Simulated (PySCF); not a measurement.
Compound: C5H13NSi.
Numbering: `[CH3:1][CH2:2][C@H:3]1[CH2:4][Si@@H:5]([NH2:6])[CH2:7]1` (hydrogens: H8, H9, H10 on C1; H11, H12 on C2; H13 on C3; H14, H15 on C4; H16 on Si5; H17, H18 on N6; H19, H20 on C7)

Geometry (GFN2-xTB, Å), atoms numbered from 1 in this order:
```
atom  x, y, z in Å
C1    -2.7525    0.3160   -0.0523
C2    -1.5781   -0.6531   -0.1251
C3    -0.3521   -0.1315    0.6112
C4     0.8416   -1.1119    0.6207
Si5    2.0368    0.3072    0.2041
N6     2.9127    0.0638   -1.2632
C7     0.3226    1.0943   -0.0436
H8    -2.4794    1.2787   -0.4782
H9    -3.0524    0.4730    0.9822
H10   -3.6069   -0.0735   -0.6021
H11   -1.8741   -1.6121    0.3098
H12   -1.3160   -0.8299   -1.1715
H13   -0.6328    0.1119    1.6394
H14    0.7488   -1.8525   -0.1708
H15    0.9607   -1.6464    1.5594
H16    2.8006    0.8325    1.3466
H17    3.2703    0.8786   -1.7363
H18    3.6121   -0.6619   -1.2745
H19    0.0345    1.1916   -1.0884
H20    0.0986    2.0358    0.4512
```

PySCF, density fitting, gas phase, GFN2-xTB geometry. The standard run uses grid level 2 after a coarse-grid start, the def2-universal JK fitting basis (with tight functions added where the orbital basis needs them), an energy threshold of 1e-9 Eh and DIIS. Cycle counts include a coarse-grid stage where the run had one.

Standard PBE0/pcSseg-1: E = -542.144435 Eh, HOMO -7.084 eV, LUMO 1.114 eV, dipole 1.328 D, 12 cycles (coarse-grid cycles included). What changes at PBE0/pcSseg-1 with: grid level 4?

E = -542.144442 Eh (-0.007 mEh), HOMO -7.084 eV (0.000), LUMO 1.114 eV (0.000), dipole 1.328 D (0.000), 12 SCF cycles. The result matches the standard run within 0.02 mEh and 0.003 eV.

The cycles:
```
cycle   1  E = -542.0102189052  dE =  6.574e-01  |g| = 6.130e-01  |ddm| = 3.877e+00
cycle   2  E = -541.9521858394  dE =  5.803e-02  |g| = 7.852e-01  |ddm| = 1.361e+00
cycle   3  E = -542.1042160868  dE = -1.520e-01  |g| = 5.254e-02  |ddm| = 8.527e-01
cycle   4  E = -542.1047666295  dE = -5.505e-04  |g| = 2.467e-02  |ddm| = 7.633e-02
cycle   5  E = -542.1049056690  dE = -1.390e-04  |g| = 4.527e-03  |ddm| = 2.116e-02
cycle   6  E = -542.1049104727  dE = -4.804e-06  |g| = 8.514e-04  |ddm| = 5.241e-03
cycle   7  E = -542.1444178924  dE = -4.669e-05  |g| = 9.819e-03  |ddm| = 3.268e-02
cycle   8  E = -542.1444026810  dE =  1.521e-05  |g| = 1.257e-02  |ddm| = 2.113e-02
cycle   9  E = -542.1444423166  dE = -3.964e-05  |g| = 6.750e-04  |ddm| = 1.225e-02
cycle  10  E = -542.1444424110  dE = -9.438e-08  |g| = 2.473e-04  |ddm| = 8.688e-04
cycle  11  E = -542.1444424252  dE = -1.427e-08  |g| = 4.286e-05  |ddm| = 1.997e-04
cycle  12  E = -542.1444424257  dE = -4.137e-10  |g| = 1.041e-05  |ddm| = 6.092e-05
```
